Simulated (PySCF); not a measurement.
**Deuteron quadrupole couplings in `F[CH+]c1ccccc1`**

C7H6F (charge +1).
Numbering: `[F:1][CH+:2][c:3]1[cH:4][cH:5][cH:6][cH:7][cH:8]1` (hydrogens: H9 on C2; H10 on C4; H11 on C5; H12 on C6; H13 on C7; H14 on C8)

Geometry (GFN2-xTB, Å), atoms numbered from 1 in this order:
```xyz
14
C7H6F angstrom
F      2.769   -1.505   -0.078
C      2.217   -0.368   -0.321
C      0.873   -0.150   -0.125
C      0.321    1.140   -0.415
C     -1.018    1.364   -0.224
C     -1.840    0.336    0.254
C     -1.323   -0.932    0.544
C      0.011   -1.186    0.363
H      2.910    0.387   -0.689
H      0.969    1.921   -0.783
H     -1.445    2.332   -0.440
H     -2.895    0.525    0.400
H     -1.980   -1.706    0.912
H      0.432   -2.158    0.581
```

Level: B3LYP/pcJ-1 (PySCF, non-relativistic); Q(2H) = 0.00286 b; rigid geometry, the same for H and D, with no vibrational averaging.

What are Vzz, η and χzz (234.96 MHz × Q × Vzz) at all hydrogens?

```csv
atom,bonded to,bond length (Å),Vzz (au),η,χzz (kHz)
H9,C2,1.089,0.2741,0.07,184
H10,C4,1.079,0.3040,0.08,204
H11,C5,1.080,0.3043,0.08,204
H12,C6,1.081,0.2978,0.03,200
H13,C7,1.080,0.3038,0.07,204
H14,C8,1.081,0.2993,0.07,201
```

A static deuteron (I = 1) shows a doublet split by (3/2)χ, (3/4)χ(1 + η) and (3/4)χ(1 − η) with the field along z, y and x of the gradient. What are these for H14?

With |χ| = 201.1 kHz and η = 0.067: 302, 161 and 141 kHz, to first order and without motion.

The structure is a single GFN2-xTB conformer in the gas phase; no vibrational or solvent corrections. GFN2-xTB bond lengths can be off by several hundredths of an ångström, more for odd bonds, and the gradients follow them. With a basis this small, the couplings can be 20 % off.
